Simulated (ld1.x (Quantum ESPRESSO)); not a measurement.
## Reading a pseudo-wave (rhenium (Re))

Columns: radius, all-electron u(r) and pseudo u(r) of the 5d shell (level -5.40 eV) of rhenium in the configuration [Xe] 4f14 5d5 6s2 6p0; PBEsol, scalar-relativistic, RRKJ scheme, ld1.x (Quantum ESPRESSO) 7.5.

| r (bohr) | all-electron | pseudo |
| --- | --- | --- |
| 0.140 | 0.2038 | 0.0030 |
| 0.280 | -0.2298 | 0.0228 |
| 0.420 | -0.3327 | 0.0720 |
| 0.560 | -0.1168 | 0.1553 |
| 0.700 | 0.1707 | 0.2687 |
| 0.840 | 0.4162 | 0.4004 |
| 0.980 | 0.5912 | 0.5339 |
| 1.120 | 0.6998 | 0.6520 |
| 1.260 | 0.7561 | 0.7410 |
| 1.400 | 0.7744 | 0.7931 |
| 1.540 | 0.7671 | 0.8078 |
| 1.680 | 0.7430 | 0.7906 |
| 1.820 | 0.7089 | 0.7508 |
| 1.960 | 0.6692 | 0.6991 |
| 2.100 | 0.6271 | 0.6442 |
| 2.240 | 0.5844 | 0.5919 |
| 2.380 | 0.5424 | 0.5446 |
| 2.520 | 0.5018 | 0.5021 |
| 2.660 | 0.4632 | 0.4632 |
| 2.800 | 0.4267 | 0.4267 |
| 2.940 | 0.3925 | 0.3925 |
| 3.080 | 0.3605 | 0.3605 |
| 3.220 | 0.3308 | 0.3308 |
| 3.360 | 0.3033 | 0.3033 |
| 3.500 | 0.2778 | 0.2778 |
| 3.640 | 0.2542 | 0.2542 |

**Question.** How many radial nodes do the two functions have?

**Answer.** The all-electron 5d function has n − l − 1 = 2; the pseudo-wave has 0, since the states of the same l below it are removed with the core.

**Question.** At about which radius was the pseudo-wave matched?

**Answer.** 2.65 bohr, where the columns begin to agree (steps of 0.14 bohr).

**Question.** Where does each function peak?

**Answer.** Outermost all-electron maximum near 1.40 bohr, pseudo maximum near 1.54 bohr (to the table’s step).

**Question.** Is the pseudo-wave norm-conserving?

**Answer.** Yes: the RRKJ scheme keeps the norm inside the radius equal to the all-electron one, which fixes the energy derivative of the logarithmic derivative at the level.
